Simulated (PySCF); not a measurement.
# C₄H₁₀AsB₂N

Geometry:
```json
{"atom": "C1", "x (Å)": "-3.220", "y (Å)": "2.215", "z (Å)": "-1.700"}
{"atom": "C2", "x (Å)": "-2.517", "y (Å)": "1.549", "z (Å)": "-0.983"}
{"atom": "B3", "x (Å)": "-1.625", "y (Å)": "0.715", "z (Å)": "-0.086"}
{"atom": "N4", "x (Å)": "-0.231", "y (Å)": "0.749", "z (Å)": "-0.288"}
{"atom": "B5", "x (Å)": "0.819", "y (Å)": "0.057", "z (Å)": "0.379"}
{"atom": "C6", "x (Å)": "2.294", "y (Å)": "0.230", "z (Å)": "-0.183"}
{"atom": "C7", "x (Å)": "0.538", "y (Å)": "-0.921", "z (Å)": "1.568"}
{"atom": "As8", "x (Å)": "0.151", "y (Å)": "-2.751", "z (Å)": "0.864"}
{"atom": "H9", "x (Å)": "-3.843", "y (Å)": "2.794", "z (Å)": "-2.320"}
{"atom": "H10", "x (Å)": "-2.099", "y (Å)": "0.048", "z (Å)": "0.756"}
{"atom": "H11", "x (Å)": "0.073", "y (Å)": "1.344", "z (Å)": "-1.049"}
{"atom": "H12", "x (Å)": "3.064", "y (Å)": "0.001", "z (Å)": "0.551"}
{"atom": "H13", "x (Å)": "2.446", "y (Å)": "-0.453", "z (Å)": "-1.021"}
{"atom": "H14", "x (Å)": "2.487", "y (Å)": "1.232", "z (Å)": "-0.565"}
{"atom": "H15", "x (Å)": "1.390", "y (Å)": "-1.043", "z (Å)": "2.243"}
{"atom": "H16", "x (Å)": "-0.323", "y (Å)": "-0.654", "z (Å)": "2.184"}
{"atom": "H17", "x (Å)": "-0.727", "y (Å)": "-2.310", "z (Å)": "-0.272"}
{"atom": "H18", "x (Å)": "1.315", "y (Å)": "-2.796", "z (Å)": "-0.090"}
```

Level of theory: TDDFT LC-wPBE/def2-SVPD circular dichroism and optical rotation, one conformer, gas phase in PySCF. Geometry: GFN2-xTB.

The bonding changed while the geometry was optimised; results refer to the coordinates, not to the name. The molecule is flexible and this is one conformer; a measurement averages over conformers. The calculation is non-relativistic, which matters for the atoms heavier than Zn. Singlets 12 and 13 lie within 0.01 eV of each other, so their separate moments and overlaps can depend on how they mix.

Stereocentres: B3 R.

Q: What is the specific rotation at 633, 589.3, 546, 436, 405, 365, 355 nm?

A: [α] in deg dm⁻¹ (g/mL)⁻¹:
```
λ (nm)  origin-invariant length gauge  modified velocity gauge  length gauge (centre of mass)  isotropic polarisability (au)
   633                         +322.6                   +317.6                         +323.0                          115.0
 589.3                         +384.7                   +378.9                         +385.2                          115.6
   546                         +467.3                   +460.3                         +467.9                          116.4
   436                         +875.1                   +862.6                         +876.3                          119.8
   405                        +1102.0                  +1086.7                        +1103.6                          121.3
   365                        +1574.0                  +1553.2                        +1576.5                          124.2
   355                        +1745.0                  +1722.2                        +1747.8                          125.1
```

Q: And for the mirror image at 589.3 nm?

A: -384.7 deg dm⁻¹ (g/mL)⁻¹ (origin-invariant length gauge): the same size and the opposite sign.

Q: What is the molar rotation [Φ] = [α]·M/100 of the geometry above at 589.3 nm?

A: With M = 168.67 g/mol, +648.9 deg cm² dmol⁻¹ (origin-invariant length gauge).

The first excitation lies at 5.16 eV (240 nm) with R = -1.9 × 10⁻⁴⁰ esu² cm² (velocity form).
